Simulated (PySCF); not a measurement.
FGa, SMILES [F][Ga] (connectivity only; charge and spin as stated), charge +1, multiplicity 2. Atoms are numbered in the order given.

```xyz
2

Ga     0.0000     0.0000    -0.3900
F      0.0000     0.0000     1.3435
```
Charge +1, spin multiplicity 2.

Geometry optimised at PBE-D3(BJ)/def2-TZVPD. The spin state was assumed, not searched.

Method: PBE-D3(BJ)/def2-TZVPD run with PySCF 2.14.0.

Frequencies are harmonic and unscaled.

Computed vibrational spectrum:
```
mode  ν (cm⁻¹)  IR (km/mol)  moving atoms (share of kinetic energy)
----  --------  -----------  --------------------------------------
1          662         20.3                         F 79 %, Ga 21 %
```
